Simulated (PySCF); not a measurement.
**Ionisation energy of W⁵⁹⁺ by level of theory**

W⁵⁹⁺ [Ne] 3s2 3p3 (4S) → W⁶⁰⁺ [Ne] 3s2 3p2 (3P), as a difference of total energies. All numbers are calculated (PySCF 2.14, the spin-free X2C one-electron Hamiltonian (Gaussian nucleus), in an uncontracted even-tempered set (17 s from 16 bohr⁻², ratio 2.5; 12 p from 21 bohr⁻², ratio 2.5; 4 d from 81 bohr⁻², ratio 2.7; 4 f from 120 bohr⁻², ratio 2.7)). Correlated levels: outer shells: 1s2 frozen; virtual orbitals above 40 to 60 times the deepest correlated orbital energy dropped. The calculations carry no spin-orbit coupling.

```csv
method,ionisation energy (eV)
UHF,6233.7
MP2 (outer shells),6234.4
SCS-MP2 (outer shells),6234.1
CCSD (outer shells),6234.3
CCSD(T) (outer shells),6234.3
```

Spin-orbit coupling is strong in these open shells (close to jj coupling). The scalar numbers leave it out and a first-order estimate fails, so it can dominate the gap to the real levels.

The ground level that NIST lists for one species does not belong to the high-spin term computed here, so part of any gap is the choice of state.

Breit and QED terms and the two-electron picture change are absent.

For comparison: 6093 ± 5 eV (semi-empirical (NIST evaluation); NIST Atomic Spectra Database, ionization energies).
